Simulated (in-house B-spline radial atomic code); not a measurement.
How numerical settings move a run on Li II (Li+), 1s2. Computed with an all-electron radial atomic-structure program (B-spline basis): scalar-relativistic (X2C) B97-1, spin-polarised, spherical fractional occupations, Fermi nucleus of rms radius 2.444 fm.

Command:
```bash
python run_scf.py task.json out
```
Settings of the sound reference run:
```
Z                3
electrons        2
configuration    1s2
hamiltonian      x2c
method           b97_1
spin_polarised   True
nucleus          fermi
rms_radius       2.444
mass_number      7
atomic_mass      7.016003
speed_of_light   137.036
knot_spacing     0.22
spline_order     8
gauss_points     12
box_radius       35.29
max_iterations   70
damping          0.5
damped_steps     3
diis_vectors     10
tolerance        1e-08
start            Thomas-Fermi
```

Time taken, with all properties: 0.32 s on 1 thread of Arm Neoverse N1, with other jobs on the host.

It converges in 7 iterations to -7.285315 hartree, with 1s up at -64.0179 eV. The other runs change the listed settings, some to values that make no sense; their results aren't properties of the atom or ion. Radii are in bohr (the nuclear one in fm), a minus after a letter asks for a j subshell, and «unchanged» means within 1e-8 hartree. The run stops when the residual is below 10 × tolerance × max(1, Z/10), or a noise floor if that is larger, and the energy moves by less than 1e-8 × √|E| hartree; so very loose and very tight tolerances often act alike.

```tsv
changed settings	outcome
diis_vectors = 2	converged in 7 iterations, energy unchanged, 1s up level +2.1e-06 eV
box_radius = 2.12	converged in 7 iterations, energy +2.89e-02 hartree from the reference, 1s up level +1.1e+00 eV (the program warns: 1s up reaches the box edge; 1s down reaches the box edge)
box_radius = 3.53	converged in 7 iterations, energy +1.20e-04 hartree from the reference, 1s up level +8.9e-03 eV (the program warns: 1s up reaches the box edge; 1s down reaches the box edge)
box_radius = 17.64	converged in 7 iterations, energy +3.85e-08 hartree from the reference, 1s up level +6.9e-07 eV
gauss_points = 6, box_radius = 5.29, max_iterations = 5, start = bare nucleus	not converged after 5 iterations, last residual 2.6e-04, last energy +2.23e-06 hartree from the reference
damping = 0	converged in 7 iterations, energy unchanged, 1s up level +9.7e-07 eV
electrons = 5, configuration = 1s2 2s3, max_iterations = 100	stopped with error: shell 2s holds at most 1 electrons (per spin)
damping = 0.2	converged in 7 iterations, energy unchanged, 1s up level +8.6e-07 eV
damping = 0.95	converged in 7 iterations, energy unchanged, 1s up level -1.3e-05 eV
box_radius = 141.16	converged in 7 iterations, energy -3.71e-08 hartree from the reference, 1s up level -7.6e-07 eV
knot_spacing = 0.75, spline_order = 4, max_iterations = 3	not converged after 3 iterations, last residual 1.7e-02, last energy +5.72e-03 hartree from the reference
damping = 0.8	converged in 7 iterations, energy unchanged, 1s up level -6.0e-06 eV
diis_vectors = 0	converged in 15 iterations, energy unchanged, 1s up level +1.5e-05 eV
diis_vectors = 20	converged in 7 iterations, energy unchanged
box_radius = 70.58	converged in 7 iterations, energy -3.87e-08 hartree from the reference, 1s up level -6.6e-07 eV
electrons = 3, configuration = 1s3, max_iterations = 60	stopped with error: shell 1s holds at most 1 electrons (per spin)
```

(1) What happens with box_radius = 7.06?

(2) What happens with first_knot = 0.000333, max_iterations = 60, damping = 0.2?

(3) What happens with box_radius = 1.41?

(4) What happens with box_radius = 5.29?

## Answers

(1) Converged in 7 iterations, energy +7.47e-08 hartree from the reference, 1s up level +1.1e-06 eV.

(2) Converged in 7 iterations, energy +1.52e-08 hartree from the reference, 1s up level +1.0e-06 eV.

(3) Converged in 7 iterations, energy +4.05e-01 hartree from the reference, 1s up level +1.0e+01 eV (the program warns: 1s up reaches the box edge; 1s down reaches the box edge).

(4) Converged in 7 iterations, energy +2.17e-07 hartree from the reference, 1s up level +1.3e-05 eV.
